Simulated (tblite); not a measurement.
Species: C₉H₁₄Sn.
Bonds: C1–Sn2, Sn2–C3, Sn2–C4, Sn2–C5, C5–C6 (aromatic), C6–C7 (aromatic), C7–C8 (aromatic), C8–C9 (aromatic), C9–C10 (aromatic), C5–C10 (aromatic). Hydrogens: H11, H12, H13 on C1; H14, H15, H16 on C3; H17, H18, H19 on C4; H20 on C6; H21 on C7; H22 on C8; H23 on C9; H24 on C10.

Computed with GFN2-xTB (tblite), gas phase: L-BFGS steps from a force-field or distance-geometry start until the largest atomic force falls under 0.01 eV/Å.

Step 10: E = -773.2233 eV
```
atom  x, y, z in Å  |  force x, y, z in eV/Å
C1     -2.4215   -1.4058   -1.0358    0.003   0.068   0.016
Sn2    -1.3358    0.2245   -0.0403   -0.137  -0.010   0.102
C3     -1.8989    0.2090    2.0830    0.007   0.004  -0.064
C4     -1.6502    2.2278   -0.9009    0.004  -0.053   0.032
C5      0.7861   -0.1659   -0.0826   -0.023   0.013   0.008
C6      1.6499    0.8661    0.2444    0.004  -0.017  -0.013
C7      3.0159    0.6639    0.2557    0.012   0.040  -0.004
C8      3.5368   -0.5809   -0.0579   -0.051   0.003  -0.021
C9      2.6738   -1.6181   -0.3738    0.018  -0.028  -0.010
C10     1.3064   -1.4118   -0.3846    0.025   0.021   0.003
H11    -1.8472   -2.3207   -0.9539   -0.039  -0.032  -0.020
H12    -2.5894   -1.1904   -2.0822    0.000  -0.004  -0.053
H13    -3.3787   -1.5527   -0.5525   -0.033  -0.019  -0.013
H14    -2.9384    0.4853    2.2121    0.006  -0.002   0.029
H15    -1.2762    0.9018    2.6374   -0.034  -0.004   0.019
H16    -1.7456   -0.7886    2.4798   -0.032   0.030   0.039
H17    -1.7562    2.9586   -0.1087   -0.046   0.013   0.007
H18    -2.5388    2.2474   -1.5179   -0.026   0.022  -0.007
H19    -0.7950    2.5027   -1.5062   -0.002  -0.006  -0.054
H20     1.2371    1.8351    0.4924    0.107   0.011  -0.011
H21     3.6606    1.4937    0.5068    0.114  -0.056   0.003
H22     4.6084   -0.7373   -0.0596   -0.096  -0.012   0.011
H23     3.0515   -2.6002   -0.6187    0.112   0.010   0.011
H24     0.6337   -2.2238   -0.6284    0.106   0.010  -0.011
```

Step 11: E = -773.2266 eV
```
atom  x, y, z in Å  |  force x, y, z in eV/Å
C1     -2.4250   -1.4083   -1.0390   -0.004   0.083   0.048
Sn2    -1.3412    0.2231   -0.0344   -0.033   0.008   0.007
C3     -1.9006    0.2092    2.0882    0.013  -0.004  -0.087
C4     -1.6505    2.2305   -0.9018   -0.005  -0.063   0.065
C5      0.7888   -0.1650   -0.0824   -0.096  -0.009   0.005
C6      1.6520    0.8679    0.2436    0.010  -0.034  -0.010
C7      3.0177    0.6635    0.2547    0.019   0.036  -0.001
C8      3.5382   -0.5814   -0.0581   -0.047   0.020  -0.017
C9      2.6759   -1.6179   -0.3742    0.003  -0.046  -0.016
C10     1.3086   -1.4120   -0.3852    0.014   0.059   0.012
H11    -1.8528   -2.3241   -0.9568   -0.016  -0.036  -0.017
H12    -2.5897   -1.1919   -2.0861   -0.009   0.002  -0.033
H13    -3.3820   -1.5562   -0.5544   -0.030  -0.008  -0.038
H14    -2.9390    0.4855    2.2137   -0.040   0.011   0.048
H15    -1.2781    0.9023    2.6407   -0.018   0.015   0.036
H16    -1.7480   -0.7876    2.4844   -0.027   0.003   0.053
H17    -1.7601    2.9626   -0.1098   -0.018  -0.008  -0.018
H18    -2.5394    2.2500   -1.5176   -0.041   0.011  -0.020
H19    -0.7966    2.5043   -1.5105   -0.012  -0.016  -0.019
H20     1.2430    1.8386    0.4925    0.090  -0.007  -0.017
H21     3.6647    1.4903    0.5071    0.119  -0.029   0.006
H22     4.6090   -0.7387   -0.0593   -0.072  -0.010   0.013
H23     3.0554   -2.5993   -0.6179    0.107  -0.005   0.005
H24     0.6381   -2.2257   -0.6299    0.093   0.027  -0.004
```

Step 12: E = -773.2293 eV
```
atom  x, y, z in Å  |  force x, y, z in eV/Å
C1     -2.4280   -1.4093   -1.0412   -0.012   0.057   0.047
Sn2    -1.3468    0.2220   -0.0292    0.062   0.018  -0.079
C3     -1.9019    0.2094    2.0913   -0.001  -0.006  -0.055
C4     -1.6511    2.2317   -0.9018   -0.022  -0.050   0.058
C5      0.7895   -0.1642   -0.0822   -0.104  -0.004   0.010
C6      1.6540    0.8687    0.2427    0.006  -0.038  -0.007
C7      3.0197    0.6636    0.2538    0.019   0.031   0.001
C8      3.5385   -0.5814   -0.0587   -0.019   0.017  -0.012
C9      2.6779   -1.6182   -0.3748    0.000  -0.042  -0.017
C10     1.3110   -1.4110   -0.3855   -0.010   0.054   0.009
H11    -1.8584   -2.3274   -0.9597   -0.006  -0.013  -0.012
H12    -2.5901   -1.1934   -2.0897   -0.010   0.010   0.003
H13    -3.3855   -1.5595   -0.5570   -0.023   0.006  -0.055
H14    -2.9399    0.4857    2.2161   -0.062   0.018   0.053
H15    -1.2805    0.9026    2.6442   -0.008   0.022   0.033
H16    -1.7507   -0.7864    2.4896   -0.021  -0.011   0.052
H17    -1.7637    2.9661   -0.1113    0.007  -0.026  -0.033
H18    -2.5405    2.2524   -1.5176   -0.037  -0.004  -0.016
H19    -0.7985    2.5055   -1.5143   -0.030  -0.032   0.022
H20     1.2500    1.8411    0.4922    0.061  -0.010  -0.019
H21     3.6705    1.4870    0.5075    0.098  -0.018   0.002
H22     4.6082   -0.7400   -0.0587   -0.035  -0.008   0.013
H23     3.0607   -2.5989   -0.6172    0.084  -0.001   0.003
H24     0.6438   -2.2267   -0.6311    0.064   0.028  -0.002
```

Step 13: E = -773.2313 eV
```
atom  x, y, z in Å  |  force x, y, z in eV/Å
C1     -2.4301   -1.4092   -1.0421   -0.014   0.018   0.023
Sn2    -1.3501    0.2216   -0.0266    0.101   0.018  -0.110
C3     -1.9031    0.2096    2.0926   -0.021  -0.001  -0.004
C4     -1.6521    2.2316   -0.9012   -0.038  -0.031   0.024
C5      0.7886   -0.1635   -0.0818   -0.054  -0.004   0.009
C6      1.6555    0.8685    0.2418    0.008  -0.015   0.001
C7      3.0215    0.6642    0.2532    0.014   0.006  -0.002
C8      3.5383   -0.5813   -0.0594    0.001   0.011  -0.005
C9      2.6794   -1.6189   -0.3754   -0.008  -0.010  -0.010
C10     1.3127   -1.4095   -0.3856   -0.010   0.033   0.005
H11    -1.8629   -2.3300   -0.9621   -0.005   0.017  -0.005
H12    -2.5906   -1.1943   -2.0920   -0.008   0.018   0.033
H13    -3.3887   -1.5618   -0.5601   -0.019   0.020  -0.057
H14    -2.9413    0.4862    2.2190   -0.051   0.016   0.044
H15    -1.2827    0.9031    2.6474   -0.010   0.016   0.015
H16    -1.7532   -0.7854    2.4945   -0.017  -0.007   0.037
H17    -1.7662    2.9683   -0.1129    0.020  -0.034  -0.029
H18    -2.5419    2.2541   -1.5177   -0.025  -0.018  -0.004
H19    -0.8006    2.5057   -1.5166   -0.041  -0.045   0.050
H20     1.2565    1.8426    0.4915    0.031  -0.005  -0.017
H21     3.6768    1.4843    0.5079    0.064  -0.016  -0.004
H22     4.6068   -0.7411   -0.0580    0.005  -0.008   0.012
H23     3.0663   -2.5987   -0.6166    0.054   0.008   0.002
H24     0.6493   -2.2267   -0.6321    0.021   0.011  -0.006
```

Question: Estimate the geometry and energy of step 14. (The exact step hangs on the optimiser's Hessian estimate; all steps are aligned on step 13, rigid shifts and turns removed.)

Answer: E = -773.2327 eV, largest force 0.116 eV/Å
```
atom  x, y, z in Å  |  force x, y, z in eV/Å
C1     -2.4316   -1.4086   -1.0424   -0.009  -0.009  -0.002
Sn2    -1.3506    0.2216   -0.0269    0.082   0.008  -0.082
C3     -1.9042    0.2097    2.0933   -0.033   0.005   0.028
C4     -1.6535    2.2307   -0.9004   -0.045  -0.016  -0.010
C5      0.7872   -0.1630   -0.0814    0.019   0.007   0.006
C6      1.6566    0.8681    0.2413    0.013   0.005   0.006
C7      3.0229    0.6647    0.2527    0.010  -0.011  -0.004
C8      3.5381   -0.5811   -0.0601    0.020  -0.001   0.000
C9      2.6803   -1.6193   -0.3759    0.000   0.016  -0.004
C10     1.3138   -1.4079   -0.3855   -0.008  -0.003  -0.004
H11    -1.8660   -2.3313   -0.9639   -0.004   0.035   0.002
H12    -2.5912   -1.1946   -2.0930   -0.004   0.025   0.042
H13    -3.3914   -1.5629   -0.5632   -0.018   0.031  -0.047
H14    -2.9431    0.4868    2.2218   -0.025   0.010   0.029
H15    -1.2844    0.9037    2.6497   -0.018   0.004  -0.005
H16    -1.7553   -0.7848    2.4985   -0.016   0.007   0.017
H17    -1.7675    2.9693   -0.1144    0.022  -0.033  -0.012
H18    -2.5433    2.2549   -1.5178   -0.020  -0.028   0.005
H19    -0.8028    2.5050   -1.5171   -0.038  -0.048   0.054
H20     1.2615    1.8434    0.4906    0.006   0.004  -0.013
H21     3.6824    1.4822    0.5081    0.028  -0.020  -0.010
H22     4.6060   -0.7420   -0.0573    0.028  -0.007   0.009
H23     3.0711   -2.5984   -0.6162    0.021   0.022   0.002
H24     0.6535   -2.2265   -0.6328   -0.012  -0.001  -0.009
```

The energy changes by -0.0014 eV. The first-order estimate −F·Δx gives -0.0020 eV and the mean of the old and new forces, exact on a quadratic surface, -0.0014 eV. The step makes an angle of 58° with the force vector and moves no atom by more than 0.006 Å.

The cost below is that of the whole relaxation. The run took 1.2 s on one thread of an Intel Xeon 6975P-C, shared host.
